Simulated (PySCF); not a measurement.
## Radial density of Cl⁻ (chlorine, charge -1)

M06-2X, [Ar], closed-shell 1S. Calculation: PySCF 2.14, in aug-cc-pCVQZ-DK (10s9p7d5f3g, 134 functions); scalar relativity by spin-free X2C-1e.

```csv
r (bohr),4πr²ρ (e/bohr)
0.00140,0.09471
0.00236,0.2467
0.00397,0.6326
0.00667,1.572
0.0112,3.694
0.0189,7.877
0.0318,14.19
0.0534,19.31
0.0899,17.48
0.151,13.34
0.254,18.12
0.428,15.89
0.719,4.724
1.21,4.541
2.03,3.178
3.42,0.6703
5.76,0.04788
9.68,0.0007465
```

Densities and radii are taken from the X2C orbitals without a picture-change correction, which distorts them close to the nucleus.
